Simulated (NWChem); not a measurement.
C₄H₅Cl; SMILES CC=C=CCl

Program: NWChem. The geometry was optimised at PBE-D3(BJ)/def2-SVP. Gas-phase geometry, NWChem's default radii.

COSMO at B3LYP/def2-SVP gives an electrostatic solvation energy of -0.77 kcal/mol for ε = 1.5. Its surface charges are scaled by f = (ε − 1)/ε.

Problem. Estimate the value for ε = 78.4 from the scaling alone and compare it with a run.

Solution. 
1. f = 0.3333 and 0.9872; their ratio is 2.962.
2. With a rigid solute density the energy is proportional to f: -0.77 × 2.962 = -2.28 kcal/mol.
3. The run gives -2.54 kcal/mol, 0.26 lower; the difference is the response of the solute's density to the stronger field.
